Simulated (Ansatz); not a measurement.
Born–Oppenheimer molecular dynamics of ClFH₄O₄W (11 atoms, charge 0, multiplicity 1). It starts from a relaxed structure.

Method: RKS PBE-D4/def2-SVP (Ansatz).

```yaml
ensemble: NVE (velocity Verlet)
time_step: 0.5 fs
steps_asked: 300
starting_velocities_drawn_for: 1500 K
masses: H 10 u
seed: 177225
```

First frame:

```xyz
11
Properties=species:S:1:pos:R:3
W 0.229 0.077 -0.121
Cl 0.645 -0.019 2.242
O 2.128 0.128 -0.203
H 2.657 0.083 0.617
O -0.144 1.927 -0.069
H -1.018 2.299 0.155
F -1.643 -0.029 0.334
O 0.019 -1.819 -0.171
H -0.821 -2.233 0.103
O 0.188 0.109 -2.022
H 0.402 -0.684 -2.550
```

**Question.** How far do the bonds stretch over the last three quarters of this one trajectory? (Pairs bonded in most of those frames.)

**Answer.** 
```
   bond  mean (Å)  spread (Å)  shortest  longest
 W1–Cl2     2.470       0.156      2.25     2.70
  W1–O3     1.911       0.069      1.80     2.02
  W1–O5     1.884       0.051      1.80     1.98
  W1–F7     1.915       0.051      1.84     1.99
  W1–O8     1.910       0.050      1.83     1.99
 W1–O10     1.938       0.046      1.87     2.03
  O3–H4     0.983       0.021      0.94     1.02
  O5–H6     0.991       0.059      0.89     1.08
  O8–H9     0.978       0.011      0.95     0.99
O10–H11     0.984       0.033      0.93     1.04
```

Pairs bonded in part of these frames only: W1–H4 15 %, W1–H9 28 %, W1–H11 28 %.

Mean temperature of the second half: 705 K. The conserved energy stayed within 0.15 meV per atom of its start (net change 0.043 meV per atom), so the integration is sound. Over the second half the temperature averaged 0.47 of the 1500 K drawn at the start: a run that starts near a minimum puts about half its kinetic energy into the potential. A run of 0.15 ps of so small a system gives no equilibrium averages.

Time of the run: 11 min on 4 threads of Arm Neoverse V1 (shared host), peak memory 0.21 GiB.
